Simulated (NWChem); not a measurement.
The numbers come from NWChem runs, not from measurements. System: DMAc (C$_{4}$H$_{9}$NO), charge 0, spin multiplicity 1, at a geometry optimised with PBE/def2-SVP. Level: RHF/def2-SVP.

Part of the output:

```
             Northwest Computational Chemistry Package (NWChem) 7.3.0
             --------------------------------------------------------

                                NWChem Input Module
                                -------------------

 Scaling coordinates for geometry "geometry" by  1.889725989
 (inverse scale =  0.529177249)

 Turning off AUTOSYM since
 SYMMETRY directive was detected!

                             Geometry "geometry" -> ""
                             -------------------------

 Output coordinates in angstroms (scale by  1.889725989 to convert to a.u.)

  No.       Tag          Charge          X              Y              Z
 ---- ---------------- ---------- -------------- -------------- --------------
    1 C                    6.0000     0.79193500     1.70270500     0.00000000
    2 N                    7.0000    -0.14151800     0.59120800     0.00000000
    3 C                    6.0000    -1.54510400     0.94491700     0.00000000
    4 C                    6.0000     0.36177200    -0.70157700     0.00000000
    5 C                    6.0000    -0.64763500    -1.84684500     0.00000000
    6 O                    8.0000     1.57217500    -0.92596000     0.00000000
    7 H                    1.0000     0.65173700     2.34237400     0.89982400
    8 H                    1.0000     1.81553000     1.28610700     0.00000000
    9 H                    1.0000     0.65173700     2.34237400    -0.89982400
   10 H                    1.0000    -2.18658500     0.04742800     0.00000000
   11 H                    1.0000    -1.80679400     1.55249900    -0.89665800
   12 H                    1.0000    -1.80679400     1.55249900     0.89665800
   13 H                    1.0000    -0.06794300    -2.78610800     0.00000000
   14 H                    1.0000    -1.30173300    -1.83157500     0.89580400
   15 H                    1.0000    -1.30173300    -1.83157500    -0.89580400

 Effective nuclear repulsion energy (a.u.)     249.0342112896

            Nuclear Dipole moment (a.u.)
            ----------------------------
        X                 Y               Z
 ---------------- ---------------- ----------------
     0.0000075589    -0.0000018897     0.0000000000

      Symmetry information
      --------------------

 Group name             Cs
 Group number              2
 Group order               2
 No. of unique centers    12

      Symmetry unique atoms

     1    2    3    4    5    6    7    8   10   11   13   14
[...]

 Vector   24  Occ=2.000000D+00  E=-3.682383D-01  Symmetry=a"
              MO Center=  1.9D-01,  4.7D-01, -2.7D-15, r^2= 2.8D+00
   Bfn.  Coefficient  Atom+Function         Bfn.  Coefficient  Atom+Function
  ----- ------------  ---------------      ----- ------------  ---------------
    20      0.469203   2 N  pz               23     -0.460300   2 N  pz
    76      0.307993   6 O  pz               79      0.266349   6 O  pz

 Vector   25  Occ=0.000000D+00  E= 1.616970D-01  Symmetry=a'
              MO Center= -1.4D+00,  5.1D-01, -2.0D-16, r^2= 8.1D+00
   Bfn.  Coefficient  Atom+Function         Bfn.  Coefficient  Atom+Function
  ----- ------------  ---------------      ----- ------------  ---------------
    31      1.918807   3 C  s                59      1.842170   5 C  s
     3      1.065937   1 C  s               106     -0.930814  11 H  s
   111     -0.930814  12 H  s               121     -0.781926  14 H  s
   126     -0.781926  15 H  s               101     -0.758088  10 H  s
    45     -0.682744   4 C  s                86     -0.585320   7 H  s

 Vector   26  Occ=0.000000D+00  E= 1.819570D-01  Symmetry=a"
              MO Center= -4.3D-02, -6.0D-01,  2.0D-16, r^2= 4.5D+00
   Bfn.  Coefficient  Atom+Function         Bfn.  Coefficient  Atom+Function
  ----- ------------  ---------------      ----- ------------  ---------------
   121      0.700207  14 H  s               126     -0.700207  15 H  s
    51     -0.530694   4 C  pz               65     -0.469783   5 C  pz
    48     -0.419003   4 C  pz               86     -0.395419   7 H  s
    96      0.395419   9 H  s                79      0.387001   6 O  pz
   106      0.373955  11 H  s               111     -0.373955  12 H  s

 Vector   27  Occ=0.000000D+00  E= 1.966176D-01  Symmetry=a'
              MO Center= -7.4D-01,  6.2D-02,  5.1D-16, r^2= 1.0D+01
   Bfn.  Coefficient  Atom+Function         Bfn.  Coefficient  Atom+Function
  ----- ------------  ---------------      ----- ------------  ---------------
    59      2.404260   5 C  s                 3     -1.581474   1 C  s
   121     -1.014040  14 H  s               126     -1.014040  15 H  s
    86      0.913407   7 H  s                96      0.913407   9 H  s
   116     -0.723573  13 H  s                45     -0.557762   4 C  s
   106      0.545856  11 H  s               111      0.545856  12 H  s

 center of mass
 --------------
 x =   0.11507996 y =  -0.05744101 z =   0.00000000

 moments of inertia (a.u.)
 ------------------
         528.201050743097          34.491062376432           0.000000000000
          34.491062376432         379.024160844825           0.000000000000
           0.000000000000           0.000000000000         872.442331975827

  Mulliken analysis of the total density
  --------------------------------------

    Atom       Charge   Shell Charges
 -----------   ------   -------------------------------------------------------
    1 C    6     5.87   1.99  0.86  0.18  1.99  0.79  0.05
    2 N    7     7.65   1.99  0.94  0.57  2.45  1.66  0.03
    3 C    6     5.85   1.99  0.86  0.17  1.99  0.78  0.05
    4 C    6     5.59   1.99  0.92  0.14  1.86  0.55  0.13
    5 C    6     6.09   1.99  0.86  0.22  2.05  0.95  0.03
    6 O    8     8.46   1.99  1.07  0.74  2.80  1.84  0.02
    7 H    1     0.97   0.75  0.19  0.02
    8 H    1     0.91   0.73  0.15  0.03
    9 H    1     0.97   0.75  0.19  0.02
   10 H    1     0.95   0.75  0.17  0.03
   11 H    1     0.96   0.75  0.18  0.02
   12 H    1     0.96   0.75  0.18  0.02
   13 H    1     0.92   0.74  0.16  0.03
   14 H    1     0.93   0.74  0.17  0.03
   15 H    1     0.93   0.74  0.17  0.03

       Multipole analysis of the density wrt the origin
       ------------------------------------------------

     L   x y z        total         open         nuclear
     -   - - -        -----         ----         -------
     0   0 0 0     -0.000000      0.000000     48.000000

     1   1 0 0     -1.511863      0.000000      0.000008
     1   0 1 0      0.521888      0.000000     -0.000002
     1   0 0 1      0.000000      0.000000      0.000000

     2   2 0 0    -30.861750      0.000000    214.808227
     2   1 1 0      3.052162      0.000000     -9.339976
     2   1 0 1     -0.000000      0.000000      0.000000
     2   0 2 0    -26.493502      0.000000    312.106055
     2   0 1 1     -0.000000      0.000000      0.000000
     2   0 0 2    -28.036272      0.000000     17.256408

 Task  times  cpu:        3.1s     wall:        3.1s

 Total times  cpu:        3.1s     wall:        3.1s
```

Q: Write an NWChem input that would produce this output.

A: This is not unique; one that fits is 
```
start mol
memory heap 200 mb stack 900 mb global 1100 mb
geometry units angstroms nocenter noautoz
  C      0.791935     1.702705     0.000000
  N     -0.141518     0.591208     0.000000
  C     -1.545104     0.944917     0.000000
  C      0.361772    -0.701577     0.000000
  C     -0.647635    -1.846845     0.000000
  O      1.572175    -0.925960     0.000000
  H      0.651737     2.342374     0.899824
  H      1.815530     1.286107     0.000000
  H      0.651737     2.342374    -0.899824
  H     -2.186585     0.047428     0.000000
  H     -1.806794     1.552499    -0.896658
  H     -1.806794     1.552499     0.896658
  H     -0.067943    -2.786108     0.000000
  H     -1.301733    -1.831575     0.895804
  H     -1.301733    -1.831575    -0.895804
  symmetry group Cs
end
basis spherical
  * library def2-svp
end
scf
  rhf
  nopen 0
  maxiter 100
  thresh 1e-7
  semidirect memsize 60000000 filesize 0
end
task scf energy
```
